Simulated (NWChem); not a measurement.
# PbNH3O, singlet; SMILES [NH2][Pb][OH]

```xyz
6

Pb     0.2745    -0.0176     0.0000
O     -1.1693    -1.5579     0.0000
H     -2.0769    -1.2305     0.0000
N     -1.1463     1.5840     0.0000
H     -2.1576     1.4811     0.0000
H     -0.8947     2.5684     0.0000
```
Atoms are numbered in this order, from 1.

All runs: NWChem. Low-valent species are run as closed-shell singlets; no triplet was tried in these runs. Geometry: optimised at PBE0/def2-SVP. def2 effective core potentials on Pb; no spin-orbit coupling.

Task: Predict the results for PBE/def2-SVP. Quantities: highest occupied level (eV); orbital gap (eV); dipole (D).

Result: The highest occupied level (eV) comes out as -5.22 and the orbital gap (eV) is 3.20. The dipole (D) is 2.27.
